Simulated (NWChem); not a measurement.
System meant: WN$_{2}$H$_{3}$SF; SMILES [NH]=[W](=[NH])([F])[SH]

NWChem input:

```
start job
memory heap 200 mb stack 900 mb global 1100 mb
geometry units angstroms noautoz
  W      0.023143    -0.179456    -0.022943
  N     -0.827504    -0.622114    -1.479058
  H     -1.580962    -1.004563    -2.042020
  N     -0.861491    -0.660463     1.398394
  H     -1.633665    -1.066682     1.918889
  F      1.729114    -0.974481    -0.026388
  S     -0.052164     2.166869     0.121837
  H      0.176945     2.400740    -1.191749
end
basis spherical
  * library def2-svp
end
dft
  xc xpbe96 cpbe96
  iterations 150
  mulliken
end
task dft energy
```

End of the output:

```
          Convergence Information
          -----------------------
          Convergence aids based upon iterative change in
          total energy or number of iterations.
          Levelshifting, if invoked, occurs when the
          HOMO/LUMO gap drops below (HL_TOL):  1.00D-02
          DIIS, if invoked, will attempt to extrapolate
          using up to (NFOCK): 10 stored Fock matrices.

                    Damping( 0%)  Levelshifting(0.5)       DIIS
                  --------------- ------------------- ---------------
          dE  on:    start            ASAP                start
          dE off:    2 iters        150 iters           150 iters

      Screening Tolerance Information
      -------------------------------
          Density screening/tol_rho:  1.00D-10
          AO Gaussian exp screening on grid/accAOfunc:  14
          CD Gaussian exp screening on grid/accCDfunc:  20
          XC Gaussian exp screening on grid/accXCfunc:  20
          Schwarz screening/accCoul:  1.00D-08

      Superposition of Atomic Density Guess
      -------------------------------------

      charge =      74.0 W (Tungsten)

      symmetry species            s     p     d     f
      number of basis functions = 7     6     5     1
      number of cont. functions = 6     3     2     1
      number of closed shells   = 6     4     2     1
      number of open shells     = 0     0     1     0
      open shell occupation     = 0     0     4     0
 ------------------------------------------------------------------------
 atomscf:atomd: error in atom scf                   0
 ------------------------------------------------------------------------
 ------------------------------------------------------------------------
  current input line :
    21: task dft energy
 ------------------------------------------------------------------------
 ------------------------------------------------------------------------
 This error has not yet been assigned to a category
 ------------------------------------------------------------------------
 For more information see the NWChem manual at https://nwchemgit.github.io

0:atomscf:atomd: error in atom scf:Received an Error in Communication
```

### Question
What is wrong, and how is it mended?

### Answer
The run crashed. Cause: the def2 basis of a heavy element holds valence functions alone and wants its effective core potential (without it all electrons must fit into that basis). This input runs:
```
start job
memory heap 200 mb stack 900 mb global 1100 mb
geometry units angstroms noautoz
  W      0.023143    -0.179456    -0.022943
  N     -0.827504    -0.622114    -1.479058
  H     -1.580962    -1.004563    -2.042020
  N     -0.861491    -0.660463     1.398394
  H     -1.633665    -1.066682     1.918889
  F      1.729114    -0.974481    -0.026388
  S     -0.052164     2.166869     0.121837
  H      0.176945     2.400740    -1.191749
end
basis spherical
  * library def2-svp
end
ecp
  W library def2-ecp
end
dft
  xc xpbe96 cpbe96
  iterations 150
  mulliken
end
task dft energy
```
It converges to -675.95240 Ha (PBE/def2-SVP with def2 effective core potentials on W).
